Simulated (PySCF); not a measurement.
Gas-phase reaction: 2 GeI2 + 4 Cl ⇌ GeI4 + GeCl4

Method: PySCF energies plus ideal-gas RRHO corrections (1 bar). † marks an energy on the PBE0/def2-TZVP geometry and frequencies; other levels use their own. CCSD(T) freezes the core. Open shells (unrestricted): Cl (multiplicity 2, electronic degeneracy 6); the rest are closed-shell singlets. Spin-orbit splitting is ignored; it lowers the true energy and changes the entropy of Cl. B3LYP is the form with VWN-RPA correlation. I: scalar-relativistic def2 core potential, no spin-orbit coupling. Ge: all electrons, no relativistic terms. CCSD(T) isn't extrapolated to the basis-set limit. The harmonic model lacks anharmonicity and excited electronic states, which grow with temperature; levels with a mode under 35 cm⁻¹ are left out. Soft modes under 120 cm⁻¹ make the harmonic entropy rough for GeI2, GeI4.

```tsv
level	ΔE electronic, kJ	ΔH°(298 K), kJ	ΔS°(298 K), J/K	ΔG°(2000 K), kJ
B3LYP/def2-TZVP†	-1063	-1053	-563	47
CCSD(T)/def2-SVP†	-1080	-1070	-563	30
PBE/def2-SVP	-1160	-1151	-558	-62
PBE/def2-TZVP†	-1161	-1152	-563	-52
PBE0/def2-QZVP†	-1173	-1163	-563	-63
r2SCAN/def2-TZVP†	-1205	-1196	-563	-95
ωB97X-V/def2-TZVP†	-1226	-1217	-563	-116
```
ΔH° is lowest at ωB97X-V/def2-TZVP† and highest at B3LYP/def2-TZVP†. No reference value is set beside these.
